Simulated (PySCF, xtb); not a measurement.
C₂H₇NSi₂, SMILES [SiH3][C@H]1N=C[SiH2]1.

GFN2-xTB run with xtb at its own geometry gives an orbital gap of 2.65 eV and a dipole moment of 2.57 D.

Geometry optimised at ωB97X-D3(BJ)/def2-SVP. The structure was generated by enumeration; whether it is a known compound was not checked.

**Question.** What does PySCF with PBE/def2-TZVP give? (Estimate from the structure and the level; the computed values follow.)

**Answer.** gap 3.59 eV (levels -5.71 and -2.12 eV), dipole 1.59 D.
